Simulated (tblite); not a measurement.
C3H13FOSi3.
Bonds: C1–O2, O2–C3, C3–Si4, Si4–Si5, Si4–Si6, Si4–C7, C7–F8. Hydrogens: H9, H10, H11 on C1; H12, H13 on C3; H14, H15, H16 on Si5; H17, H18, H19 on Si6; H20, H21 on C7.

Structure optimised with GFN2-xTB, isolated species.

Problem. Give the optimised bond lengths and angles.

Solution. 
```csv
bond,length (pm)
C1–O2,140.2
O2–C3,141.6
C3–Si4,192.5
"Si4–Si5, Si4–Si6",233.9
Si4–C7,194.2
C7–F8,138.5
"C1–H9, C1–H10",109.3
C1–H11,109.8
"C3–H12, C3–H13",109.8
Si5–H14 and 5 like bonds,146.7
"C7–H20, C7–H21",109.4
```

Bonds in one row agree within 1 pm and their mean is given. A selection of angles:
```csv
angle,degrees
O2–C1–H9,111.2
O2–C1–H10,107.0
H9–C1–H10,109.5
C1–O2–C3,114.2
O2–C3–Si4,102.4
O2–C3–H12,110.3
Si4–C3–H12,114.8
Si4–C3–H13,112.1
H12–C3–H13,107.0
C3–Si4–Si5,110.6
C3–Si4–Si6,102.4
C3–Si4–C7,102.1
Si5–Si4–Si6,125.3
Si5–Si4–C7,106.4
Si6–Si4–C7,107.7
Si4–Si5–H14,114.2
Si4–Si5–H16,110.3
H14–Si5–H15,105.8
H14–Si5–H16,106.6
Si4–Si6–H17,111.0
Si4–Si6–H19,114.7
Si4–C7–F8,109.5
Si4–C7–H20,112.7
F8–C7–H20,106.3
H20–C7–H21,108.3
```

Dihedral angles: C1–O2–C3–Si4 -175° (antiperiplanar); O2–C3–Si4–Si5 171° (antiperiplanar); C3–Si4–C7–F8 180° (antiperiplanar). The mirror-image conformer, all signs reversed, is as good.

Si4 (four-coordinate silicon) has angles from 102.1° to 125.3°. Of the pairs four or more bonds apart, H11···H13 is among the closest relative to their van der Waals radii: 2.42 Å, 101 % of the sum of Bondi's values. Si5 (SiH3 silicon) is distorted tetrahedral (angles from 105.8° to 114.2°).

Point group: C1 (no symmetry element, even within 0.4 Å). GFN2-xTB frequencies show an imaginary mode (39i cm⁻¹), so the point is no minimum at that level. 3 starts were optimised and ended at 0.00, 0.36 and 0.49 kcal/mol (GFN2-xTB); the lowest of these is shown.

All values are computed, not measured.
